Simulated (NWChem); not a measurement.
**Lowest excitation of ClGa**

```
Ga
Cl 1 2.2333
```
Charge 0, spin multiplicity 1.

The numbers come from NWChem runs, not from measurements. The geometry was optimised at B3LYP/def2-SVP, a minimum by its harmonic frequencies.

Basis set: def2-SVPD. CR-EOMCCSD(T) is the triples correction to the same EOM-CCSD root.

```csv
method,lowest vertical singlet excitation energy (eV),difference from EOM-CCSD
TD-BHandHLYP,5.04,+0.03
TD-PBE,4.78,-0.23
CIS,5.24,+0.23
TD-B3LYP,4.89,-0.12
EOM-CCSD,5.01,0.00
CR-EOMCCSD(T),4.91,-0.10
```

The values span 0.45 eV, from TD-PBE (lowest) to CIS (highest). 

The Hamiltonian is non-relativistic. The correlated methods keep 14 core orbitals frozen. B3LYP has NWChem's definition, with VWN1-RPA local correlation. The structure started from a generated list of species. Coupled-cluster values serve here as a point of comparison, not as the truth.
